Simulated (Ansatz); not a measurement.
Basis sets compared for Al2Sb2 (the lowest singlet isomer of a short search). The state is a singlet with charge 0. Geometry r2SCAN-D4/def2-SVP. Ansatz on 4 threads of Arm Neoverse V1 on a shared host; times are rough, and most runs start from earlier orbitals.

```csv
atom,x (Å),y (Å),z (Å)
Al1,-1.2817,-1.0826,1.8925
Al2,1.2821,1.0828,-1.8921
Sb3,1.1080,-0.0036,0.7485
Sb4,-1.1084,0.0034,-0.7490
```

In the def2 sets Sb takes a core potential; there is no spin–orbit coupling. The order of the spin states hangs on the level: the triplet lies 0.07 eV below the singlet at r2SCAN-D4/def2-TZVP, but 0.15 eV above it at PBE-D4/def2-TZVP. The structure comes from a short search, and lower isomers may exist.

Binding counts from free atoms (Al doublet, Sb quartet) in the same basis, without a counterpoise term.

```
                          level  functions  energy (Eh)  HOMO (eV)  LUMO (eV)  binding per atom (eV)  wall time
                PBE-D4/def2-SVP         88    -964.9856      -4.56      -3.95                   2.03      0.8 s
               PBE-D4/def2-TZVP        174    -965.1716      -4.52      -3.95                   2.05      1.6 s
            r2SCAN-D4/def2-TZVP        174    -965.5574      -4.66      -4.02                      –        4 s
               PBE0-D4/def2-SVP         88    -965.0421      -5.30      -3.36                   1.88      1.3 s
PBE0-D4/def2-TZVP (with forces)        174    -965.2247      -5.26      -3.33                   1.91      3.7 s
```

(1) Estimate the rows for PBE-D4/def2-TZVPD, r2SCAN-D4/def2-TZVPD, PBE0-D4/def2-TZVPD.

## Answers

(1) 
| level | functions | energy (Eh) | HOMO (eV) | LUMO (eV) | binding per atom (eV) | wall time |
| --- | --- | --- | --- | --- | --- | --- |
| PBE-D4/def2-TZVPD | 198 | -965.1722 | -4.53 | -3.95 | 2.05 | 2.2 s |
| r2SCAN-D4/def2-TZVPD | 198 | -965.5581 | -4.66 | -4.02 | 1.88 | 4.9 s |
| PBE0-D4/def2-TZVPD | 198 | -965.2253 | -5.26 | -3.34 | 1.91 | 3.4 s |
